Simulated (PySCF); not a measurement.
**Radial density of Sb²⁺ (antimony, charge +2)**

BP86, [Kr] 4d10 5s2 5p1, 2P determinant. Computed with PySCF 2.14 in def2-SVP with the def2 core potential (28 electrons) (4s4p2d, 26 functions), with a scalar-relativistic core potential. This is the valence pseudo-density: the core potential removes the inner electrons and smooths the orbitals near the nucleus.

```
r (bohr)  4πr²ρ (e/bohr)  4πr²(ρα − ρβ)
 0.00493       1.382e-05         0.0000
 0.00829       3.823e-05         0.0000
  0.0139       0.0001016         0.0000
  0.0235       0.0002427         0.0000
  0.0395       0.0004569         0.0000
  0.0664       0.0008224         0.0000
   0.112        0.005427         0.0000
   0.188         0.06954         0.0003
   0.316           1.177         0.0055
   0.531           13.66         0.0766
   0.894           22.31         0.0163
    1.50           5.782         0.2477
    2.53           1.469         0.4948
    4.25         0.08649         0.0572
    7.15       0.0008040         0.0008
```

Energies and moments cover only the electrons outside the core potential.
